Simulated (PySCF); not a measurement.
# Correlation energy of Mn (manganese, neutral)

[Ar] 3d5 4s2, high-spin 6S determinant. Calculation: PySCF 2.14, in x2c-QZVPPall with one added diffuse shell each of s, p, d, f, g type (12s8p6d5f3g, 128 functions); the spin-free X2C one-electron Hamiltonian (Gaussian nucleus). Frozen: [Ar]; 7 electrons correlated.

MP2 pair energies summed by pair of shells (mhartree):

```tsv
pair	energy	share (%)
3d-3d	-75.20	58.9
3d-4s	-29.93	23.5
4s-4s	-22.44	17.6
```

Total MP2 correlation energy: -127.58 mhartree.

Same-spin part -88.55 and opposite-spin part -39.03 mhartree; SCS-MP2 scales them by 1/3 and 6/5 to -76.35 mhartree.
